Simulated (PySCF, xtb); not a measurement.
Ga(Me)2(AsH2) (C2H8AsGa), SMILES [CH3][Ga]([CH3])[AsH2].

xtb with GFN2-xTB at its own geometry gives an orbital gap of 3.75 eV and a dipole moment of 0.73 D.

Coordinates come from a B3LYP-D3(BJ)/def2-SVP optimisation. The isomer is the one that the SMILES or the coordinates give; other isomers of the formula were not compared.

Task: What does HF/def2-TZVP run with PySCF give? (An estimate is asked for; the answer gives what the named calculation found.)

Result: gap 10.75 eV (levels -8.89 and 1.86 eV), dipole 1.48 D.
